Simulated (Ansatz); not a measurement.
Ansatz (a quantum-chemistry and plane-wave program) job for Sn(OH)3(SH) (H4O3SSn), SMILES [OH][Sn]([OH])([OH])[SH], PBE/def2-SVPD. The structure is a stationary point at PBE-D3(BJ)/def2-SVP. The structure was generated by enumeration; whether it is a known compound was not checked. The def2 effective core potentials stand for the cores of Sn; spin–orbit coupling is left out. The values are those of a single conformer.

Ansatz 0.2 input:
```yaml
crystal:
  periodic: [false, false, false]
  atoms:
    - {symbol: O, position_ang: [-0.62007735, 1.38068062, -1.49097460]}
    - {symbol: Sn, position_ang: [-0.20943327, 0.03053380, -0.07606705]}
    - {symbol: O, position_ang: [-1.55962359, 0.48597587, 1.33551327]}
    - {symbol: O, position_ang: [-0.43882051, -1.77224107, -0.91342763]}
    - {symbol: S, position_ang: [2.04834559, -0.09045897, 0.79632319]}
    - {symbol: H, position_ang: [-1.12737563, 2.10628899, -1.07387941]}
    - {symbol: H, position_ang: [-1.31382286, 0.03351820, 2.16692295]}
    - {symbol: H, position_ang: [-1.12280829, -1.70349025, -1.60963413]}
    - {symbol: H, position_ang: [2.21031256, -1.27098661, 0.12988329]}
basis:
  gaussian:
    orbitals: def2-SVPD
hamiltonian:
  xc: {name: PBE}
```

Program output:

```
WARN ansatz: RAYON_NUM_THREADS=1 ignored (pool sized by the plan → 1); use --threads N
Functional definition: PBE
integrals: 0.11 GiB planned
1434 factors; their error is unknown
mean field: 0.64 GiB planned
mean field evaluation 1: about -22836.5482 eV, gradient 1.0e2 eV
mean field evaluation 2: about -22627.7186 eV, gradient 2.8e2 eV
mean field evaluation 4: about -22854.4659 eV, gradient 2.7e1 eV
mean field evaluation 8: about -22856.6425 eV, gradient 6.4e-1 eV
mean field evaluation 16: about -22856.6053 eV, gradient 4.9e-4 eV
mean field -22856.60529472 eV, -839.9647518176 hartree, gradient 4.6e-5 eV, S^2 0.000000; 0 other end points of the search recorded, 0 dependent functions left out
reference -22856.60535334 eV, -839.9647539717 hartree; 33, 33 occupied and 127, 127 virtual orbitals, 1434 factors
Total energy: -22856.60535334 eV, -839.9647539717 hartree
```

The calculation finished and met its thresholds.
